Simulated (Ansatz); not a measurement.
C$_{2}$H$_{9}$BSSi, relaxed with RKS PBE-D4/def2-SVP in Ansatz 0.2.0 from a rough embedded geometry. The force threshold is 0.03 eV/Å; the program also tests the step.

The species carries charge 0 and has multiplicity 1. The bonds changed during the relaxation, so this is another structure than the one it started from.

Start:

```xyz
14

C    -0.746    1.105   -1.905
S    -1.493   -0.184   -0.910
C    -0.907    0.513    0.643
B     0.671    0.086    0.960
Si    1.182   -1.724    1.131
H    -0.989    0.865   -3.040
H     0.368    1.090   -1.837
H    -1.144    2.059   -1.690
H    -1.443    0.090    1.494
H    -0.992    1.620    0.689
H     1.461    1.011    0.996
H     0.511   -2.312    2.280
H     0.860   -2.468   -0.151
H     2.660   -1.750    1.340
```

(1) How much energy does the relaxation release, and in how many steps? (An estimate is asked.)

(2) Which bonds change most? (An estimate is asked.)

(3) Give the relaxed structure. (Best estimate.)

Answers

(1) Ansatz gave: 1.35 eV, in 20 steps.

(2) Computed: S2–B4 from 2.873 to 2.029 Å; B4–Si5 from 1.888 to 2.017 Å; C3–B4 from 1.666 to 1.579 Å; C1–H6 from 1.185 to 1.107 Å.

(3) The calculation gave: 
```xyz
14

C    -0.909    1.251   -1.862
S    -1.066   -0.112   -0.660
C    -0.593    0.728    0.930
B     0.667   -0.057    0.394
Si    1.135   -1.876    1.130
H    -0.802    0.794   -2.864
H    -0.006    1.847   -1.631
H    -1.819    1.880   -1.833
H    -1.223    0.328    1.744
H    -0.688    1.825    0.828
H     1.502    0.560   -0.248
H    -0.075   -2.594    1.694
H     1.751   -2.805    0.110
H     2.126   -1.769    2.268
```
